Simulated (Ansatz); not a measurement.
Te4Se⁻, relaxed as a doublet with UKS PBE-D4/def2-SVPD in Ansatz, starting from the GFN1-xTB geometry. Force threshold 0.02 eV/Å.

In the def2 sets Te takes a core potential; there is no spin–orbit coupling. The relaxation made no stability test and no search for a lower SCF solution. The structure comes from a short search, and lower isomers may exist.

Start:

Cartesian coordinates in Å:
```
Se -0.171 0.421 -1.864
Te 0.360 1.054 1.847
Te 1.716 1.517 -0.530
Te -1.715 -1.430 -0.875
Te -0.189 -1.562 1.423
```

Estimate the energy that the relaxation releases and the steps that it takes.

7.9 kcal/mol, in 13 steps; 63 s on 4 threads of Arm Neoverse V1 on a shared host. No frequencies were taken in this run, so the end may be a saddle point.

Does the start keep its bonding?

Bonds lost: Se1–Te4 (atoms count from 1).

Predict the relaxed structure.


```xyz
5

Se   -0.051    0.890   -2.233
Te    0.277    1.138    1.912
Te    1.703    1.273   -0.514
Te   -1.776   -1.683   -0.658
Te   -0.154   -1.618    1.493
```
Bond lengths: 3 × Te–Te 2.69 to 2.82 Å; 1 × Se–Te 2.49 Å.
